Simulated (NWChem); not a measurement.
Program: NWChem. System: O₂Si (-1), charge -1, spin multiplicity 2, at a geometry optimised with UPBE/def2-SVP. The structure started from a generated list of species. Its SCF solution wasn't tested for a lower state. Level: UHF/def2-SVPD.

Part of the output:

```
             Northwest Computational Chemistry Package (NWChem) 7.3.0
             --------------------------------------------------------

                                NWChem Input Module
                                -------------------

 Scaling coordinates for geometry "geometry" by  1.889725989
 (inverse scale =  0.529177249)

 Turning off AUTOSYM since
 SYMMETRY directive was detected!

                             Geometry "geometry" -> ""
                             -------------------------

 Output coordinates in angstroms (scale by  1.889725989 to convert to a.u.)

  No.       Tag          Charge          X              Y              Z
 ---- ---------------- ---------- -------------- -------------- --------------
    1 O                    8.0000    -1.47728000     0.00000000     0.27689000
    2 Si                  14.0000     0.00000000     0.00000000    -0.31644600
    3 O                    8.0000     1.47728000     0.00000000     0.27689000

 Effective nuclear repulsion energy (a.u.)      85.9207214438

            Nuclear Dipole moment (a.u.)
            ----------------------------
        X                 Y               Z
 ---------------- ---------------- ----------------
     0.0000000000     0.0000000000    -0.0000075589

      Symmetry information
      --------------------

 Group name             C2v
 Group number             16
 Group order               4
 No. of unique centers     2

      Symmetry unique atoms

     1    2


 Summary of "ao basis" -> "" (spherical)
 ------------------------------------------------------------------------------
       Tag                 Description            Shells   Functions and Types
 ---------------- ------------------------------  ------  ---------------------
 *                         def2-svpd                  on all atoms

 Summary of "ao basis" -> "ao basis" (spherical)
 ------------------------------------------------------------------------------
       Tag                 Description            Shells   Functions and Types
 ---------------- ------------------------------  ------  ---------------------
 O                         def2-svpd                 9       23   4s3p2d
 Si                        def2-svpd                10       24   5s3p2d

                                 NWChem SCF Module
                                 -----------------

  ao basis        = "ao basis"
  functions       =    70
  atoms           =     3
  alpha electrons =    16
  beta  electrons =    15
  charge          =  -1.00
  wavefunction    = UHF
  use symmetry    = T
  symmetry adapt  = T

 Summary of "ao basis" -> "ao basis" (spherical)
 ------------------------------------------------------------------------------
       Tag                 Description            Shells   Functions and Types
 ---------------- ------------------------------  ------  ---------------------
 O                         def2-svpd                 9       23   4s3p2d
 Si                        def2-svpd                10       24   5s3p2d

      Symmetry analysis of basis
      --------------------------

        a1         28
        a2          9
        b1         21
        b2         12

 Forming initial guess at       0.1s

   Symmetry analysis of molecular orbitals - initial alpha
   -------------------------------------------------------

  Numbering of irreducible representations:

     1 a1          2 a2          3 b1          4 b2

  Orbital symmetries:

     1 a1          2 b1          3 a1          4 a1          5 b2
     6 a1          7 b1          8 a1          9 b1         10 a1
    11 b1         12 a1         13 b2         14 a2         15 b1
    16 a1         17 b2         18 a1         19 a1         20 b1
    21 a1         22 b2         23 b1         24 a1         25 b2
    26 a2

   Symmetry analysis of molecular orbitals - initial beta
   ------------------------------------------------------

  Numbering of irreducible representations:

     1 a1          2 a2          3 b1          4 b2

  Orbital symmetries:

     1 a1          2 b1          3 a1          4 a1          5 b2
     6 a1          7 b1          8 a1          9 b1         10 a1
    11 b1         12 b2         13 a1         14 a2         15 b1
[...]
    11     -0.976512  1 O  px                58      0.976512  3 O  px

 Vector   18  Occ=0.000000D+00  E= 2.696651D-01  Symmetry=b2
              MO Center= -5.8D-14,  3.5D-15, -9.3D-01, r^2= 4.0D+00
   Bfn.  Coefficient  Atom+Function         Bfn.  Coefficient  Atom+Function
  ----- ------------  ---------------      ----- ------------  ---------------
    44      0.565020  2 Si d -1              36     -0.381565  2 Si py
    12     -0.261812  1 O  py                59     -0.261812  3 O  py
     9      0.237656  1 O  py                56      0.237656  3 O  py
     6      0.194555  1 O  py                53      0.194555  3 O  py
    33     -0.190352  2 Si py

 Vector   19  Occ=0.000000D+00  E= 3.094179D-01  Symmetry=a1
              MO Center=  1.4D-13, -3.1D-15, -7.1D-01, r^2= 8.9D+00
   Bfn.  Coefficient  Atom+Function         Bfn.  Coefficient  Atom+Function
  ----- ------------  ---------------      ----- ------------  ---------------
    45     -1.173110  2 Si d  0              13      1.098118  1 O  pz
    60      1.098118  3 O  pz                37     -1.064497  2 Si pz
    11      0.579458  1 O  px                58     -0.579458  3 O  px
    27      0.414800  2 Si s                 47      0.351776  2 Si d  2
     3     -0.232579  1 O  s                 50     -0.232579  3 O  s

                     UHF Final Beta Molecular Orbital Analysis
                     -----------------------------------------

 Vector   13  Occ=1.000000D+00  E=-2.646804D-01  Symmetry=a1
              MO Center=  2.2D-14, -2.6D-16,  1.4D-01, r^2= 2.7D+00
   Bfn.  Coefficient  Atom+Function         Bfn.  Coefficient  Atom+Function
  ----- ------------  ---------------      ----- ------------  ---------------
     7      0.354283  1 O  pz                54      0.354283  3 O  pz
    10      0.261540  1 O  pz                57      0.261540  3 O  pz
    27     -0.175763  2 Si s                 26     -0.164168  2 Si s

 Vector   14  Occ=1.000000D+00  E=-2.309376D-01  Symmetry=a2
              MO Center=  3.8D-15,  9.7D-16,  2.3D-01, r^2= 2.8D+00
   Bfn.  Coefficient  Atom+Function         Bfn.  Coefficient  Atom+Function
  ----- ------------  ---------------      ----- ------------  ---------------
     6      0.409330  1 O  py                53     -0.409330  3 O  py
     9      0.318540  1 O  py                56     -0.318540  3 O  py

 Vector   15  Occ=1.000000D+00  E=-2.215412D-01  Symmetry=b1
              MO Center= -2.4D-14, -7.7D-16,  1.9D-01, r^2= 2.9D+00
   Bfn.  Coefficient  Atom+Function         Bfn.  Coefficient  Atom+Function
  ----- ------------  ---------------      ----- ------------  ---------------
     7      0.379112  1 O  pz                54     -0.379112  3 O  pz
    10      0.311207  1 O  pz                57     -0.311207  3 O  pz
     5      0.151282  1 O  px                52      0.151282  3 O  px

 Vector   16  Occ=0.000000D+00  E= 1.883408D-01  Symmetry=a1
              MO Center=  6.1D-17, -1.5D-29, -7.5D-01, r^2= 8.1D+00
   Bfn.  Coefficient  Atom+Function         Bfn.  Coefficient  Atom+Function
  ----- ------------  ---------------      ----- ------------  ---------------
    28      3.824370  2 Si s                  4     -2.452688  1 O  s
    51     -2.452688  3 O  s                 27      1.239777  2 Si s
    11     -0.591441  1 O  px                58      0.591441  3 O  px
    13      0.497899  1 O  pz                60      0.497899  3 O  pz
    47      0.460769  2 Si d  2              37      0.393555  2 Si pz

 Vector   17  Occ=0.000000D+00  E= 2.949836D-01  Symmetry=a1
              MO Center= -2.7D-14,  9.9D-15,  3.2D-01, r^2= 9.5D+00
   Bfn.  Coefficient  Atom+Function         Bfn.  Coefficient  Atom+Function
  ----- ------------  ---------------      ----- ------------  ---------------
    28     -5.689132  2 Si s                  4      5.310992  1 O  s
    51      5.310992  3 O  s                 27     -3.783975  2 Si s
    13     -1.589626  1 O  pz                47     -1.587896  2 Si d  2
    60     -1.589626  3 O  pz                45      1.249930  2 Si d  0
    11      1.045326  1 O  px                58     -1.045326  3 O  px

 Vector   18  Occ=0.000000D+00  E= 3.092111D-01  Symmetry=b2
              MO Center=  2.1D-14,  8.6D-14, -9.1D-01, r^2= 5.5D+00
   Bfn.  Coefficient  Atom+Function         Bfn.  Coefficient  Atom+Function
  ----- ------------  ---------------      ----- ------------  ---------------
    44     -0.637708  2 Si d -1              12      0.580417  1 O  py
    59      0.580417  3 O  py                 9     -0.238522  1 O  py
    56     -0.238522  3 O  py                 6     -0.182559  1 O  py
    53     -0.182559  3 O  py

 center of mass
 --------------
 x =   0.00000000 y =   0.00000000 z =   0.00014098

 moments of inertia (a.u.)
 ------------------
          18.762919313358           0.000000000000           0.000000000000
           0.000000000000         268.070281921562           0.000000000000
           0.000000000000           0.000000000000         249.307362608203

  Mulliken analysis of the total density
  --------------------------------------

    Atom       Charge   Shell Charges
 -----------   ------   -------------------------------------------------------
    1 O    8     9.23   1.99  1.07  0.79  0.21  2.73  2.06  0.32  0.01  0.03
    2 Si  14    12.55   2.00  1.99  0.91 -0.14  0.01  5.94  0.96  0.34  0.43  0.10
    3 O    8     9.23   1.99  1.07  0.79  0.21  2.73  2.06  0.32  0.01  0.03

  Mulliken analysis of the alpha density
  --------------------------------------

    Atom       Charge   Shell Charges
 -----------   ------   -------------------------------------------------------
    1 O    8     4.71   1.00  0.54  0.39  0.14  1.43  1.03  0.16  0.00  0.02
    2 Si  14     6.58   1.00  1.00  0.52 -0.05  0.00  2.97  0.54  0.27  0.25  0.08
    3 O    8     4.71   1.00  0.54  0.39  0.14  1.43  1.03  0.16  0.00  0.02

   Mulliken analysis of the beta density
   -------------------------------------

    Atom       Charge   Shell Charges
 -----------   ------   -------------------------------------------------------
    1 O    8     4.52   1.00  0.53  0.40  0.07  1.31  1.03  0.17  0.00  0.02
    2 Si  14     5.96   1.00  0.99  0.39 -0.09  0.01  2.97  0.41  0.07  0.18  0.02
    3 O    8     4.52   1.00  0.53  0.40  0.07  1.31  1.03  0.17  0.00  0.02

   Mulliken analysis of the spin density
   -------------------------------------

    Atom       Charge   Shell Charges
 -----------   ------   -------------------------------------------------------
    1 O    8     0.19   0.00  0.01 -0.01  0.07  0.12  0.01 -0.01  0.00  0.00
    2 Si  14     0.62   0.00  0.00  0.12  0.04 -0.01  0.00  0.13  0.21  0.07  0.06
    3 O    8     0.19   0.00  0.01 -0.01  0.07  0.12  0.01 -0.01  0.00  0.00

       Multipole analysis of the density wrt the origin
       ------------------------------------------------

     L   x y z        total         alpha         beta         nuclear
     -   - - -        -----         -----         ----         -------
     0   0 0 0     -1.000000    -16.000000    -15.000000     30.000000

     1   1 0 0      0.000000      0.000000      0.000000      0.000000
     1   0 1 0      0.000000      0.000000      0.000000      0.000000
     1   0 0 1     -0.677110      0.494942     -1.172044     -0.000008

     2   2 0 0    -32.793805    -80.200300    -77.286855    124.693349
     2   1 1 0      0.000000      0.000000     -0.000000      0.000000
     2   1 0 1      0.000000     -0.000000      0.000000      0.000000
     2   0 2 0    -18.207726    -10.089772     -8.117954      0.000000
     2   0 1 1     -0.000000     -0.000000     -0.000000      0.000000
     2   0 0 2    -20.830656    -18.120163    -12.097472      9.386979

 Task  times  cpu:        0.9s     wall:        0.9s

 Total times  cpu:        0.9s     wall:        0.9s
```

Write an NWChem input that would produce this output.

This is not unique; one that fits is 
```
start mol
memory heap 200 mb stack 900 mb global 1100 mb
charge -1
geometry units angstroms nocenter noautoz
  O     -1.477280     0.000000     0.276890
  Si     0.000000     0.000000    -0.316446
  O      1.477280     0.000000     0.276890
  symmetry group C2v
end
basis spherical
  * library def2-svpd
end
scf
  uhf
  nopen 1
  maxiter 100
  thresh 1e-7
  semidirect memsize 60000000 filesize 0
  # guess.movecs holds the orbitals of an unrestricted PBE0 run
  vectors input guess.movecs output mol.movecs
end
task scf energy
```
